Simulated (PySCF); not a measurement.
## Electron correlation in As (arsenic, neutral)

[Ar] 3d10 4s2 4p3, high-spin 4S determinant. All numbers are calculated (PySCF 2.14, the spin-free X2C one-electron Hamiltonian (Gaussian nucleus), in aug-cc-pVDZ-DK). Frozen: [Ar] 3d10; 5 electrons correlated.

MP2 pair energies summed by pair of shells (mhartree):

| pair | energy | share (%) |
| --- | --- | --- |
| 4s-4p | -35.85 | 63.4 |
| 4p-4p | -13.22 | 23.4 |
| 4s-4s | -7.44 | 13.2 |

Total MP2 correlation energy: -56.51 mhartree.

Same-spin part -15.87 and opposite-spin part -40.64 mhartree; SCS-MP2 scales them by 1/3 and 6/5 to -54.06 mhartree.

```csv
level,correlation energy (mhartree)
CCSD,-71.36
(T),-1.11
CCSD(T),-72.47
```

Diagnostics: T1 = 0.0027, D1 = 0.0064, largest double amplitude 0.037.

Is a single reference adequate?

Yes, within this model without spin-orbit coupling: T1 lies below 0.03 and no double amplitude reaches 0.07.
